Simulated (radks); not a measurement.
Species: Ce28+. Configuration: [Ar] 3d10 4s2.

Method: Dirac Kohn-Sham, PBE, spin-unpolarised, spherical densities, finite nucleus; Fermi nuclear charge, rms radius 4.8771 fm; computed with a radial shooting solver on a logarithmic mesh with Libxc functionals.

Energy parts (eV):
| part | energy |
|---|---|
| total | -230453.16 |
| kinetic | 247883.58 |
| electron-nucleus | -531137.13 |
| Hartree | 57612.89 |
| exchange-correlation | -4812.50 |

Orbitals (lengths in bohr, moments of r in powers of bohr; r(90%) holds 90 % of the orbital's charge):
| orbital | occ. | eigenvalue (eV) | r(90%) | <r^2> | <r> | small-component weight |
|---|---|---|---|---|---|---|
| 1s1/2 | 2 | -41202.74 | 0.0443 | 0.0008207 | 0.02457 | 4.61e-02 |
| 2s1/2 | 2 | -7386.012 | 0.162 | 0.01295 | 0.1045 | 1.00e-02 |
| 2p1/2 | 2 | -7032.225 | 0.144 | 0.009487 | 0.08775 | 1.01e-02 |
| 2p3/2 | 4 | -6583.599 | 0.152 | 0.01074 | 0.09392 | 9.48e-03 |
| 3s1/2 | 2 | -2276.849 | 0.402 | 0.08579 | 0.2740 | 3.17e-03 |
| 3p1/2 | 2 | -2127.826 | 0.394 | 0.08034 | 0.2632 | 3.12e-03 |
| 3p3/2 | 4 | -2036.360 | 0.410 | 0.08722 | 0.2746 | 2.96e-03 |
| 3d3/2 | 4 | -1779.439 | 0.381 | 0.07011 | 0.2444 | 2.84e-03 |
| 3d5/2 | 6 | -1759.393 | 0.385 | 0.07202 | 0.2480 | 2.79e-03 |
| 4s1/2 | 2 | -1047.550 | 0.797 | 0.3568 | 0.5637 | 1.29e-03 |

The highest occupied level is 4s1/2 at -1047.5 eV. The electron density at the nucleus is 3.837e+05 e/bohr^3. Summed over all electrons, <r^2> = 2.197 bohr^2, which gives a Langevin (diamagnetic) susceptibility term of -1.74 x 10^-6 cm^3/mol. For comparison, the ionisation energy in NIST's Atomic Spectra Database is 1060 eV (theoretical). In exact Kohn-Sham theory the highest level is minus the ionisation energy, but local and semilocal functionals leave it too shallow, through self-interaction and a potential that decays too fast; potentials with the right tail come closer. The density falls to 0.001 e/bohr^3 at r = 1.25 bohr.
